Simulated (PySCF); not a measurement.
Species: CH₆BNO₂.
Cartesian coordinates in Å at the PBE0-D3(BJ)/def2-SVP level; atoms count from 1:
```
atom  x, y, z in Å
N1     1.4109   -0.5047   -1.2116
C2     0.8177    0.1077   -0.0263
B3    -0.7532   -0.0082    0.1486
O4    -1.4732   -0.6623   -0.8011
O5    -1.4346    0.5231    1.2091
H6     1.1860   -1.4987   -1.2139
H7     0.9371   -0.1434   -2.0385
H8     1.3103   -0.3095    0.8736
H9     1.1008    1.1785    0.0024
H10   -2.4142   -0.6667   -0.5910
H11   -0.8636    0.9699    1.8401
```

Computed with EOM-IP-CCSD/aug-cc-pVDZ in PySCF, restricted Hartree–Fock reference, frozen core, non-relativistic, gas phase, PBE0-D3(BJ)/def2-SVP geometry.

Hartree–Fock orbital energies give these Koopmans values (eV): HOMO 10.26, HOMO-1 13.63, HOMO-2 13.83, HOMO-3 14.44, HOMO-4 15.06, HOMO-5 15.51, HOMO-6 15.73, HOMO-7 17.23.

**Question.** What vertical ionisation energies does EOM-IP-CCSD give?

**Answer.** 
| leading hole (HF orbital) | Koopmans (eV) | EOM-IP-CCSD (eV) | change (eV) | one-hole share |
| --- | --- | --- | --- | --- |
| HOMO | 10.26 | 9.02 | -1.24 | 0.95 |
| HOMO-2 | 13.83 | 12.05 | -1.78 | 0.95 |
| HOMO-1 | 13.63 | 12.82 | -0.81 | 0.96 |
| HOMO-3 | 14.44 | 12.93 | -1.51 | 0.95 |
| HOMO-5 | 15.51 | 13.64 | -1.87 | 0.95 |
| HOMO-4 | 15.06 | 13.87 | -1.19 | 0.95 |
| HOMO-6 | 15.73 | 14.24 | -1.49 | 0.95 |
| HOMO-7 | 17.23 | 15.53 | -1.70 | 0.95 |

**Question.** Does the order of the lines follow the orbital energies?

**Answer.** No: the HOMO-2 hole (12.05 eV) falls below the HOMO-1 hole (12.82 eV); the HOMO-5 hole (13.64 eV) falls below the HOMO-4 hole (13.87 eV). The corrections run from -1.87 to -0.81 eV, with a mean of -1.45 eV over the 8 lines; no line lies above its Koopmans value. Koopmans values leave out both the relaxation of the orbitals and the change in correlation energy.

**Question.** At what kinetic energies would He I light (21.22 eV) eject these electrons?

**Answer.** 12.20 eV (HOMO), 9.17 eV (HOMO-2), 8.40 eV (HOMO-1), 8.29 eV (HOMO-3), 7.58 eV (HOMO-5), 7.35 eV (HOMO-4), 6.98 eV (HOMO-6), 5.69 eV (HOMO-7).

Lines less than 0.15 eV apart could change places at a higher level. One root was sought for each valence orbital with −ε under 21 eV, eight at most, so deeper holes and satellites are missing; no vibrational structure.

One conformer stands for the species.
